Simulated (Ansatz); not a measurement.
Computed with Ansatz on PBE0-D4/def2-TZVP structures; ΔE is electronic, products minus reactants. CCSD(T)/CBS adds triple-zeta CCSD(T) − MP2 to the extrapolated MP2 energy (def2 sets, frozen cores). Double bonds are as drawn, so ΔE can hold a change between cis and trans. One conformer a species, not always the lowest.

Reaction (redistribution): `O[SiH2]/C=C\[SiH](O)F` + `O[SiH2]S` → `O[SiH](F)[SiH2]S` + `O/C=C/[SiH2]O`

`O[SiH2]/C=C\[SiH](O)F`:

Z-matrix (Å, degrees):
```
Si
C 1 1.860
O 1 1.655 2 111.3
H 1 1.488 2 109.3 3 -122.9
H 1 1.483 2 109.7 3 116.9
C 2 1.339 1 126.6 3 3.9
H 2 1.093 1 115.7 3 -175.6
H 3 0.962 1 116.7 2 -76.6
Si 6 1.864 2 128.3 1 0.8
H 6 1.093 2 117.3 1 -179.4
O 9 1.626 6 115.2 2 -62.5
F 9 1.613 6 107.3 2 59.5
H 9 1.475 6 110.4 2 176.2
H 11 0.964 9 114.1 6 59.1
```

`O[SiH2]S`:

Cartesian coordinates in Å:
```
O -1.140 0.979 0.008
Si 0.371 0.359 -0.157
S 0.439 -1.767 -0.006
H -1.831 0.602 -0.540
H 0.950 0.616 -1.500
H 1.157 1.008 0.913
H 0.054 -1.796 1.282
```

`O[SiH](F)[SiH2]S`:

Cartesian coordinates in Å:
```
O 1.554 0.394 1.298
Si 1.183 -0.521 -0.004
F 1.725 0.164 -1.350
Si -1.152 -0.543 -0.194
S -1.705 1.518 0.117
H 0.974 1.144 1.463
H 1.907 -1.800 0.156
H -1.681 -1.067 -1.480
H -1.794 -1.264 0.935
H -1.012 1.975 -0.941
```

`O/C=C/[SiH2]O`:

Z-matrix (Å, degrees):
```
Si
O 1 1.652
C 1 1.843 2 111.0
H 1 1.484 2 104.9 3 -121.6
H 1 1.492 2 111.3 3 121.3
H 2 0.958 1 116.8 3 -71.0
C 3 1.335 1 121.7 2 -13.3
H 3 1.091 1 119.8 2 166.6
O 7 1.346 3 127.3 1 179.7
H 7 1.086 3 122.2 1 -0.2
H 9 0.964 7 109.2 3 0.7
```

| species | SCS-MP2/def2-TZVPP energy (Eh) |
| --- | --- |
| `O[SiH2]/C=C\[SiH](O)F` | -908.45281 |
| `O[SiH2]S` | -764.34322 |
| `O[SiH](F)[SiH2]S` | -1153.78137 |
| `O/C=C/[SiH2]O` | -518.94653 |

**Question.** Work out ΔE.

**Answer.** ΔE = (-1153.78137) + (-518.94653) − (-908.45281) − (-764.34322) = 0.06813 Eh = +178.9 kJ/mol. CCSD(T)/CBS gives +173.6 kJ/mol.

Largest T1 diagnostic among the species: 0.013.

The D4 term adds +7.4 kJ/mol with B3LYP and +4.0 kJ/mol with PBE0; it sums over pairs of atoms, weighted by their polarisabilities, and B3LYP, whose exchange is more repulsive, gets the larger term. From PBE to PBE0 (25 % exact exchange), in def2-TZVPP and without D4, ΔE moves by +10.4 kJ/mol.

B3LYP here is the variant with VWN-RPA as its local correlation; programs differ in this.
